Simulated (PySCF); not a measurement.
## Electron correlation in W (tungsten, neutral)

[Xe] 4f14 5d5 6s1, 6s spin antiparallel (an excited configuration). Computed with PySCF 2.14 in def2-QZVPPD with the def2 core potential (60 electrons), with a scalar-relativistic core potential. Frozen: nothing; 14 electrons correlated.

MP2 pair energies summed by pair of shells (mhartree):

```
 pair   energy  share (%)
5p-5d  -131.17       35.8
5p-5p   -80.94       22.1
5d-5d   -56.41       15.4
5d-6s   -38.80       10.6
5s-5p   -29.49        8.1
5s-5d   -15.09        4.1
5p-6s    -8.95        2.4
5s-5s    -4.90        1.3
5s-6s    -0.42        0.1
```

Total MP2 correlation energy: -366.17 mhartree.

Same-spin part -125.83 and opposite-spin part -240.34 mhartree; SCS-MP2 scales them by 1/3 and 6/5 to -330.35 mhartree.

The basis has no tight functions for the innermost shells, so their pair energies are far from complete.

This basis was not built for core-valence correlation, so the inner-shell part is incomplete.
